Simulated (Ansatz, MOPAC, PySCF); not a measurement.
Positional isomers: furan boryl. Isolated molecules, 0 K electronic values unless said otherwise. One relaxed conformer stands for each flexible species; it need not be the lowest. Strings in code marks are SMILES.

Quantity: electronic energy of isomers of C4H5BO relative to `Bc1ccco1`, in kcal/mol. The restricted reference of `Bc1ccco1` is unstable towards unrestricted orbitals. Semi-empirical values (MOPAC) are differences of heats of formation.

Level 1: PBE-D3(BJ)/def2-TZVP // CAM-B3LYP-D3(BJ)/def2-TZVP (PySCF)
Level 2: frozen-core MP2/cc-pVTZ // CAM-B3LYP-D3(BJ)/def2-TZVP (Ansatz, a quantum-chemistry and plane-wave program)
Level 3: PBE/6-31G* // CAM-B3LYP-D3(BJ)/def2-TZVP (PySCF)
Level 4: PM6 // CAM-B3LYP-D3(BJ)/def2-TZVP (MOPAC)

| species | level 2 | level 3 | level 4 |
|---|---|---|---|
| `Bc1ccoc1` | 2.64 | 4.11 | -1.15 |

### Question
What does level 1 give for each?

### Answer

- `Bc1ccoc1`: 3.79
